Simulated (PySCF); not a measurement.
C₃H₅FOSi, SMILES C#C[Si@H](F)CO. Geometry: ωB97X-D3(BJ)/def2-SVP. The structure was generated by enumeration; whether it is a known compound was not checked. One conformer was computed; it need not be the lowest.

Question: Give the equilibrium geometry at ωB97X-D3(BJ)/def2-SVP (PySCF confirms it by a frequency run) as bond lengths and angles. (Estimate from the structure and the level; the computed values follow.)

Answer: Several could match; the one computed here: 
Atoms: C1 C2 Si3 F4 C5 O6 H7 H8 H9 H10 H11. Bonded distances (Å): C1–C2 1.215, C1–H7 1.078, C2–Si3 1.842, Si3–F4 1.629, Si3–C5 1.878, Si3–H8 1.481, C5–O6 1.424, C5–H9 1.108, C5–H10 1.102, O6–H11 0.966. Bond angles (°): C2–C1–H7 179.3, C1–C2–Si3 177.2, C2–Si3–F4 108.7, C2–Si3–C5 105.9, C2–Si3–H8 109.8, F4–Si3–C5 111.2, F4–Si3–H8 108.1, C5–Si3–H8 113.1, Si3–C5–O6 107.3, Si3–C5–H9 111.9, Si3–C5–H10 111.1, O6–C5–H9 112.7, O6–C5–H10 107.3, H9–C5–H10 106.5, C5–O6–H11 107.9.
